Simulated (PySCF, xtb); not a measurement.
C4H9FSi, SMILES C1CCC1([SiH3])F.

xtb 6.7.1 with GFN2-xTB at its own geometry gives an orbital gap of 5.30 eV and a dipole moment of 2.14 D.

The structure is a stationary point at PBE0-D3(BJ)/def2-SVP. This is a generated structure with no PubChem entry under its InChIKey; it may be hypothetical.

What does PySCF with CAM-B3LYP/def2-TZVP give? (Estimate from the structure and the level; the computed values follow.)

gap 10.80 eV (levels -9.29 and 1.51 eV), dipole 1.76 D.
